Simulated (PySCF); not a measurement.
## Excitation energy of Ag by level of theory

Ag [Kr] 4d10 5s1 (2S) → Ag [Kr] 4d10 5d1 (2D), as a difference of total energies. All numbers are calculated (PySCF 2.14, a scalar-relativistic core potential, in aug-cc-pVTZ-PP with ECP28MDF). Correlated levels: valence: 4s2 4p6 frozen. The calculations carry no spin-orbit coupling.

| method | excitation energy (cm⁻¹) | error (cm⁻¹) |
| --- | --- | --- |
| UHF | 48144 | -612 |
| MP2 (valence) | 56476 | +7720 |
| SCS-MP2 (valence) | 55251 | +6495 |
| CCSD (valence) | 55455 | +6699 |
| CCSD(T) (valence) | 53378 | +4622 |

Reference: 48756 cm⁻¹ (measured; NIST levels, between the centres of gravity of the two terms).

Errors of the correlated levels include the incompleteness of this basis and the frozen core.

The promoted electron is Rydberg-like, and one or two diffuse shells describe it only roughly, which tends to raise the upper state.

The coupled-cluster amplitudes are large for the upper state (T1 above 0.03 or a double amplitude above 0.15), so a single reference is strained.
